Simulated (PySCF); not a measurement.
Compound: C₆H₁₁B.
InChI=1S/C6H11B/c1-4-5-7-6(2)3/h4,7H,1-2,5H2,3H3

Torsions of this conformer, `[CH2:1]=[CH:2][CH2:3][BH:4][C:5](=[CH2:6])[CH3:7]`: C1–C2–C3–B4 -78°, C2–C3–B4–C5 -85°, C3–B4–C5–C6 -179°.

The closed-shell ground state was solved at several levels (PySCF, density fitting, gas phase, non-relativistic). Geometry: PBE0-D3(BJ)/def2-SVP, one conformer, isolated molecule.

```json
{"level": "PBE0/pcSseg-1", "basis functions": "174", "HOMO (eV)": "-7.12", "LUMO (eV)": "-1.41", "gap (eV)": "5.71", "dipole (D)": "0.71"}
{"level": "B3LYP/pcJ-1", "basis functions": "299", "HOMO (eV)": "-6.89", "LUMO (eV)": "-1.57", "gap (eV)": "5.32", "dipole (D)": "0.71"}
```

Task: What might wB97X-D/def2-SVPD (228 basis functions) give for the same quantities?

Result: HOMO -8.93 eV, LUMO 0.35 eV, gap 9.28 eV, dipole 0.71 D.

Task: Over all these levels, which gives the widest orbital gap and which the narrowest?

Result: wB97X-D/def2-SVPD (range-separated hybrid) has the widest, 9.28 eV, and B3LYP/pcJ-1 (global hybrid, 20 % exact exchange) the narrowest, 5.32 eV. Functional and basis both differ between the two, so the spread mixes both effects.

Task: How far do the dipole and the HOMO energy spread over the levels?

Result: The dipole runs from 0.71 to 0.71 D (mean 0.71 D) and the HOMO from -8.93 to -6.89 eV.
